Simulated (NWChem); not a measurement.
Atomisation of H2ISi

```
Si
H 1 1.4960
H 1 1.4960 2 110.59
I 1 2.4418 2 109.14 3 120.06
```
Charge 0, spin multiplicity 2.

Program: NWChem. All single points use one geometry, from UPBE0/def2-SVP with def2 effective core potentials on I, a minimum by its harmonic frequencies.

Basis set: def2-TZVP. The atomisation energy is electronic alone: no zero-point, thermal, spin-orbit or counterpoise terms. No value is extrapolated to the basis-set limit. Free atoms are single determinants with multiplicities Si 3, I 2, H 2.

Effective core potentials replace the inner electrons of I; spin-orbit coupling is left out. B3LYP has NWChem's definition, with VWN1-RPA local correlation. The structure started from a generated list of species. The unpaired electrons of the parent sit in orbitals of symmetry a' (Cs labels of the run); other states weren't searched. No SCF solution was tested for a lower state. Open-shell Hartree-Fock references start from PBE0 orbitals.

**Question.** Order these methods by the atomisation energy they give, lowest first: HF, PBE, B3LYP, LC-wPBE (omega 0.3 per bohr), PBE0.

**Answer.** HF (161.3 kcal/mol), LC-wPBE (omega 0.3 per bohr) (211.2 kcal/mol), B3LYP (212.2 kcal/mol), PBE0 (213.8 kcal/mol), PBE (214.8 kcal/mol)
